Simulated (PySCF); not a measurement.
One of the candidates below gave these computed data.

All candidates are C9H10.

* 1H NMR: chemical shifts (computed TMS as zero) by class: 6.41 (1 H), 5.35 (1 H), 3.14 (1 H), 2.75 (2 H), 2.68 (2 H), 1.89 (3 H) ppm [GIAO PBE0/pcSseg-1]
* 13C NMR: chemical shifts (computed TMS as zero) by class: 155.1 (1 C), 152.8 (1 C), 116.5 (1 C), 116.2 (1 C), 95.0 (1 C), 89.0 (1 C), 28.2 (1 C), 28.1 (1 C), 22.1 (1 C) ppm [GIAO PBE0/pcSseg-1]
* Rotational structure: rotational constants A, B, C: 2.452, 1.408, 0.910 GHz [GFN2-xTB]
* Dipole: 0.86 D [PBE0/pcSseg-1]

Electronic properties: PySCF, gas phase, density fitting. Levels stand in brackets. Isolated species at its GFN2-xTB geometry, gas phase. Each NMR value is the plain mean over a class of atoms that symmetry, rotation or inversion makes alike.

Task: Which candidate is it?
A. `CC#C[C@@H]1C=C1C1CC1`
B. `C#C/C(C)=C1/CCC1=C`
C. `C=C(C)/C=C/C1=CC1=C`
D. `C=CC/C=C1/C=CC1=C`

Result: B. It is `C#C/C(C)=C1/CCC1=C`. Numbering: `[CH:1]#[C:2]/[C:3]([CH3:4])=[C:5]1/[CH2:6][CH2:7][C:8]1=[CH2:9]`. Its formula, C9H10, gives 5 degrees of unsaturation: 1 ring and 4 π bonds in the structure found. 9 carbons fall into 9 classes; from least to most shielded: fully substituted alkene carbon [C5] (155.1 ppm), fully substituted alkene carbon [C8] (152.8 ppm), terminal =CH2 carbon [C9] (116.5 ppm), fully substituted alkene carbon [C3] (116.2 ppm), terminal alkyne carbon [C1] (95.0 ppm), alkyne carbon [C2] (89.0 ppm), allylic carbon [C6] (28.2 ppm), allylic carbon [C7] (28.1 ppm), allylic carbon [C4] (22.1 ppm). Hydrogen classes from least to most shielded: 1 H on a terminal =CH2 carbon, C9 (6.41 ppm), 1 H on a terminal =CH2 carbon, C9 (5.35 ppm), 1 H on a terminal alkyne carbon, C1 (3.14 ppm), 2 H on an allylic carbon, C6 (2.75 ppm), 2 H on an allylic carbon, C7 (2.68 ppm), 3 H on an allylic carbon, C4 (1.89 ppm). By its constants the optimised geometry is an asymmetric top.

The others, at the same levels:
- `C=CC/C=C1/C=CC1=C` fails: its computed 13C shifts are 156.5 (1 C), 156.4 (1 C), 153.0 (1 C), 147.2 (1 C), 146.7 (1 C), 121.9 (1 C), 121.3 (1 C), 103.1 (1 C), 39.8 (1 C) ppm, 1H shifts are 7.15 (1 H), 7.06 (1 H), 6.04 (1 H), 5.40 (1 H), 5.25 (1 H), 5.25 (1 H), 5.17 (1 H), 5.06 (1 H), 3.08 (2 H) ppm and rotational constant A is 3.869 GHz (against 2.452 GHz).
- `CC#C[C@@H]1C=C1C1CC1` fails: its computed 13C shifts are 137.4 (1 C), 102.0 (1 C), 92.6 (1 C), 73.5 (1 C), 14.8 (1 C), 14.4 (1 C), 10.9 (1 C), 9.3 (1 C), 4.8 (1 C) ppm, 1H shifts are 6.26 (1 H), 2.15 (1 H), 1.99 (1 H), 1.92 (3 H), 1.12 (1 H), 1.08 (1 H), 0.81 (1 H), 0.70 (1 H) ppm and rotational constant A is 3.898 GHz (against 2.452 GHz).
- `C=C(C)/C=C/C1=CC1=C` fails: its computed 13C shifts are 155.5 (1 C), 150.0 (1 C), 144.6 (1 C), 134.1 (1 C), 131.8 (1 C), 125.4 (1 C), 117.3 (1 C), 66.8 (1 C), 21.0 (1 C) ppm, 1H shifts are 7.84 (1 H), 7.07 (1 H), 6.52 (1 H), 5.73 (1 H), 5.67 (1 H), 4.13 (1 H), 4.07 (1 H), 2.07 (3 H) ppm and rotational constant A is 4.013 GHz (against 2.452 GHz).

Each candidate is one conformer, not necessarily the lowest. Dipoles, sizes and rotational constants follow the conformer. The torsions of the flexible species, by atom-mapped SMILES:
- `[CH2:1]=[CH:2][CH2:3]/[CH:4]=[C:5]1/[CH:6]=[CH:7][C:8]1=[CH2:9]`: C1–C2–C3–C4 -115°, C2–C3–C4–C5 -114°
- `[CH3:1][C:2]#[C:3][C@@H:4]1[CH:5]=[C:6]1[CH:7]1[CH2:8][CH2:9]1`: C5–C6–C7–C8 -34°
- `[CH2:1]=[C:2]([CH3:3])/[CH:4]=[CH:5]/[C:6]1=[CH:7][C:8]1=[CH2:9]`: C1–C2–C4–C5 180°, C4–C5–C6–C7 180°
